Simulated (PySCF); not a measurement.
In (indium, neutral): UHF calculation

Configuration: [Kr] 4d10 5s2 5p1, 2P determinant. Calculation: PySCF 2.14, in x2c-SVPall (6s5p3d, 36 functions); scalar relativity by spin-free X2C-1e.

```json
{
  "Total energy": "-5877.614193 hartree",
  "One-electron energy": "-8090.9606 hartree",
  "Hartree (Coulomb) energy": "2371.9522 hartree",
  "Exchange energy": "-158.6058 hartree",
  "⟨S²⟩": "0.7602",
  "⟨L²⟩": "2.029",
  "Sum of ⟨r⟩": "35.06 bohr",
  "Sum of ⟨r²⟩": "58.40 bohr²",
  "Traceless quadrupole moment −½Σ⟨3z² − r²⟩ along its main axis": "-6.09 e·bohr²",
  "Langevin diamagnetic susceptibility": "-46.3 ×10⁻⁶ cm³/mol",
  "Time after the integrals": "0.11 s of wall time on 1 thread of Neoverse-V1 (shared host)"
}
```

```
shell  electrons  mean orbital energy (hartree)  spread (hartree)  rms radius, mean of both spins (bohr)
 1s α          1                    -1031.88766                 0                                 0.0341
 1s β          1                    -1031.88697                 0                                 0.0341
 2s α          1                     -157.84664                 0                                  0.139
 2s β          1                     -157.84664                 0                                  0.139
 2p α          3                     -141.54611           0.00028                                  0.124
 2p β          3                     -141.54562           0.00127                                  0.124
 3s α          1                      -31.41697                 0                                  0.371
 3s β          1                      -31.41628                 0                                  0.371
 3p α          3                      -25.92480           0.00077                                  0.372
 3p β          3                      -25.92363           0.00438                                  0.372
 3d α          5                      -17.37557           0.00281                                  0.352
 3d β          5                      -17.37535           0.00376                                  0.352
 4s α          1                       -5.32433                 0                                  0.907
 4s β          1                       -5.32274                 0                                  0.907
 4p α          3                       -3.59608           0.00329                                  0.990
 4p β          3                       -3.59403           0.01208                                  0.990
 4d α          5                       -1.01967           0.01002                                   1.28
 4d β          5                       -1.01721           0.01527                                   1.28
 5s α          1                       -0.42374                 0                                   2.91
 5s β          1                       -0.36720                 0                                   2.91
 5p α          1                       -0.19886                 0                                   3.88
```

Densities and radii are taken from the X2C orbitals without a picture-change correction, which distorts them close to the nucleus.
